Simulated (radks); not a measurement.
Computed order of ionisation of tantalum. At each step one electron was removed from each of the four highest sub-shells of the ion before, moves of one valence electron (up to charge 6) and the configuration listed by NIST were tried, and the lowest configuration was kept. Code: a radial shooting solver on a logarithmic mesh with Libxc functionals. Model: non-relativistic Kohn-Sham, PBE, spin-polarised, spherical densities, point nucleus. Open shells are filled with parallel spins first.

species  lowest configuration found                            NIST configuration  margin to the next tried (eV)  IE (eV)  NIST IE (eV)       kind
Ta                [Xe] 4f14 5d4 6s1        [Xe] 4f14 5d3 6s2 lies 1.393 eV higher                          0.820    7.018         7.550       exp.
Ta+                   [Xe] 4f14 5d4        [Xe] 4f14 5d3 6s1 lies 0.874 eV higher                          0.874   14.866          16.2  semi-emp.
Ta2+                  [Xe] 4f14 5d3                                          same                          3.133   25.136            23     theory
Ta3+                  [Xe] 4f14 5d2                                          same                          5.743   36.574            35     theory
Ta4+                  [Xe] 4f14 5d1                                          same                          8.572   48.907         48.27  semi-emp.
Ta5+                      [Xe] 4f14                                          same                         36.246   100.42         94.01  semi-emp.
Ta6+         [Kr] 4d10 4f14 5s2 5p5                [Xe] 4f13 lies 2.524 eV higher                          2.524   116.89           119     theory
Ta7+         [Kr] 4d10 4f14 5s2 5p4   [Kr] 4d10 4f13 5s2 5p5 lies 5.472 eV higher                          5.472   133.63           139     theory
Ta8+         [Kr] 4d10 4f14 5s2 5p3   [Kr] 4d10 4f13 5s2 5p4 lies 8.775 eV higher                          8.775   155.08           159     theory
Ta9+         [Kr] 4d10 4f14 5s2 5p2   [Kr] 4d10 4f13 5s2 5p3 lies 7.955 eV higher                          7.955   173.04           180     theory
Ta10+        [Kr] 4d10 4f14 5s2 5p1  [Kr] 4d10 4f13 5s2 5p2 lies 11.738 eV higher                         11.738   191.17           213     theory
Ta11+            [Kr] 4d10 4f14 5s2  [Kr] 4d10 4f13 5s2 5p1 lies 15.926 eV higher                         15.926   229.99           235     theory
Ta12+            [Kr] 4d10 4f13 5s2                                          same                          7.249   261.04           262     theory
Ta13+            [Kr] 4d10 4f13 5s1       [Kr] 4d10 4f12 5s2 lies 1.585 eV higher                          1.585   283.58           304     theory

Reference values: NIST Atomic Spectra Database (exp. = measured, semi-emp. = semi-empirical, theory = theoretical value adopted there). Relativity is left out here, which matters for elements this heavy. Open shells are spherical and high-spin; term and fine-structure splittings are not resolved.
